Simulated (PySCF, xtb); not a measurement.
Cl2H3Si2+: which of two structures lies lower

We compare I, `[SiH3][Si+](Cl)Cl`, a singlet, with II, a singlet given by its coordinates. Both are isolated ions in the gas phase, relaxed with PBE0-D3(BJ)/def2-SVP.

I (Å):

```xyz
7

Cl   -0.0036    0.6185   -2.5877
Cl   -3.1482   -0.2048   -3.3863
Si   -1.9973   -1.2148    0.1321
Si   -1.7014   -0.2516   -2.0202
H    -2.5113   -0.0496    0.8999
H    -0.6244   -1.6498    0.4886
H    -2.9887   -2.2887   -0.1231
```

II (Å):

```yaml
atoms:
  - { symbol: Cl, position_ang: [1.7336, -0.4818, 0.5555] }
  - { symbol: Cl, position_ang: [-0.4807, 1.5287, 2.4007] }
  - { symbol: Si, position_ang: [-0.1657, -0.3683, 1.1749] }
  - { symbol: Si, position_ang: [-1.4984, 1.3128, 0.4103] }
  - { symbol: H, position_ang: [-0.6373, -1.4703, 2.0380] }
  - { symbol: H, position_ang: [-2.9554, 1.2916, 0.6664] }
  - { symbol: H, position_ang: [-0.9170, 2.3337, -0.4886] }
```

Close contacts (Å): Cl1–Si3 2.00, Cl2–Si3 2.28, Cl2–Si4 2.25, Si3–Si4 2.28, Si3–H5 1.48, Si4–H6 1.48, Si4–H7 1.48.

Question: Estimate which is lower in electronic energy at CCSD(T)/def2-SVP + ΔMP2/def2-TZVPP, and by roughly how much.

Answer: The CCSD(T)/def2-SVP + ΔMP2/def2-TZVPP calculation puts structure I lower, by 3.7 kcal/mol.

How the difference moves with the method:

| level | geometry | E(II) − E(I) (kcal/mol) | departure from the last row (kcal/mol) | job, with rough time for the two |
| --- | --- | --- | --- | --- |
| PBE0-D3(BJ)/def2-SVP | PBE0-D3(BJ)/def2-SVP | +2.5 | −1.2 | optimisation, 3.5 min |
| HF/def2-SVP | PBE0-D3(BJ)/def2-SVP | +5.8 | +2.1 | part of the CCSD(T) run |
| MP2/def2-SVP | PBE0-D3(BJ)/def2-SVP | +4.7 | +1.0 | part of the CCSD(T) run |
| CCSD(T)/def2-SVP | PBE0-D3(BJ)/def2-SVP | +5.4 | +1.6 | single point |
| CCSD(T)/def2-SVP + ΔMP2/def2-TZVPP | PBE0-D3(BJ)/def2-SVP | +3.7 |  | single point, 51 s |

None of the levels shown reverses the order. The largest departure from CCSD(T)/def2-SVP + ΔMP2/def2-TZVPP is that of HF/def2-SVP, 2.1 kcal/mol. No reliable frequencies are at hand for II, so it isn't confirmed as a minimum. Levels run at GFN2-xTB geometries aren't shown. The last row adds to CCSD(T) the change of the MP2 difference between the two basis sets, here −1.6 kcal/mol.

The correlated steps freeze 20 core orbitals. Programs: PySCF 2.14.0, xtb 6.7.1; the last row on 2 threads of Arm Neoverse V1 on a shared host.
